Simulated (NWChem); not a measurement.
Molecule: AlHSF2; SMILES [F][Al]([F])[SH]

```xyz
5

Al     0.0070     0.4780     0.0000
F     -1.3582     1.3983     0.0000
F      1.4771     1.2242     0.0000
S     -0.1435    -1.6907     0.0000
H      1.1969    -1.8708     0.0000
```
Atoms are numbered in this order, from 1.

Level: B3LYP/6-31G* (spherical d) (NWChem), optimised geometry, unscaled harmonic frequencies. 

| frequency (cm⁻¹) | IR intensity (km/mol) |
|---|---|
| 161 | 11.5 |
| 234 | 29.3 |
| 252 | 74.8 |
| 258 | 13.9 |
| 471 | 32.5 |
| 683 | 6.3 |
| 824 | 152.2 |
| 964 | 106.4 |
| 2672 | 3.3 |

```json
{
 "zero_point_energy": "9.3 kcal/mol",
 "thermal correction to the enthalpy at 298.15 K (with zero-point energy)": "13.3 kcal/mol",
 "heat capacity Cv": "16.4 cal/(mol K)",
 "entropy at 298.15 K and 1 atm (symmetry number 1)": "75.2 cal/(mol K)",
 "dipole_moment": "1.20 D"
}
```

Rigid rotor and harmonic oscillator.
